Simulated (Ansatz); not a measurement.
Question: Name a neutral molecule of Al, F, O, Si and H with LUMO energy (ωB97M-V/def2-TZVPP) between 0.20 and 0.50 eV and ideal-gas entropy at 298 K and 1 bar (rigid rotor, harmonic PBE0-D4/def2-TZVP) between 357 and 373 J/(mol·K) (Ansatz, PBE0-D4/def2-TZVP geometry).

Answer: `O[SiH]1[AlH][Al]1[F]` (0.33 eV, 370 J/(mol·K)). Other molecules can fit too; these were computed, each in one conformer that needn't be the lowest.
